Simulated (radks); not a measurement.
Values are calculated unless marked as measured or tabulated.
Task: Radial electron density D(r) = 4 pi r^2 rho(r) of an atom or ion with 13 electrons. Level of theory: Dirac Kohn-Sham, PBE, spin-unpolarised, spherical densities, finite nucleus; Fermi nuclear charge, rms radius of each element as measured or else 0.836 A^(1/3) + 0.57 fm (a radial shooting solver on a logarithmic mesh with Libxc functionals).

```
   r/bohr * D(r) (the largest magnitude, 37.3, reaches the edge; | marks zero)
 0.001787 |*
 0.001999 |*
 0.002236 |*
 0.002501 | *
 0.002797 | *
 0.003129 |  *
   0.0035 |  *
 0.003914 |   *
 0.004378 |    *
 0.004897 |     *
 0.005477 |      *
 0.006078 |       *
 0.006798 |         *
 0.007604 |          *
 0.008505 |            *
 0.009513 |               *
  0.01064 |                  *
   0.0119 |                     *
  0.01331 |                        *
  0.01489 |                           *
  0.01665 |                               *
  0.01863 |                                   *
  0.02083 |                                      *
   0.0233 |                                          *
  0.02607 |                                             *
  0.02916 |                                               *
  0.03261 |                                                 *
  0.03648 |                                                 *
   0.0408 |                                                 *
  0.04563 |                                                *
  0.05104 |                                              *
  0.05709 |                                           *
  0.06335 |                                         *
  0.07085 |                                       *
  0.07925 |                                     *
  0.08864 |                                      *
  0.09915 |                                       *
   0.1109 |                                          *
    0.124 |                                              *
   0.1387 |                                                  *
   0.1552 |                                                     *
   0.1736 |                                                      *
   0.1942 |                                                    *
   0.2172 |                                                *
   0.2429 |                                         *
   0.2717 |                                 *
   0.3039 |                        *
   0.3399 |                  *
   0.3802 |             *
   0.4252 |           *
   0.4756 |          *
    0.532 |         *
    0.595 |         *
   0.6603 |        *
   0.7385 |      *
    0.826 |    *
   0.9239 |  *
    1.033 |*
    1.156 |*
    1.293 *
    1.446 *
    1.617 *
    1.809 *
    2.024 *
```

What is the nuclear charge?

Result: Z = 28. The innermost maximum, from 1s, lies near gamma/Z bohr with gamma = sqrt(1 - (Z/c)^2) = 0.979, here 0.035 bohr (found: 0.0374), and its height grows with Z. The density is that of the nickel ion Ni15+ in [Ne] 3s2 3p1; the configuration itself is not fixed sharply by these data, and Z only to about a unit. D(r) has 2 maxima, at r = 0.0374, 0.171 bohr, and minima at 0.0831 bohr, inside which lie 2.14 electrons.
